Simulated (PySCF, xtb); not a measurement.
C₄H₅BO, SMILES C#CB1COC1.

GFN2-xTB (xtb) at its own geometry gives an orbital gap of 2.92 eV and a dipole moment of 2.40 D.

The structure is a stationary point at PBE0-D3(BJ)/def2-SVP. This is a generated structure with no PubChem entry under its InChIKey; it may be hypothetical.

### Question
What does PBE/def2-TZVP run with PySCF give? (Estimate from the structure and the level; the computed values follow.)

### Answer
gap 2.80 eV (levels -5.79 and -2.99 eV), dipole 2.14 D.
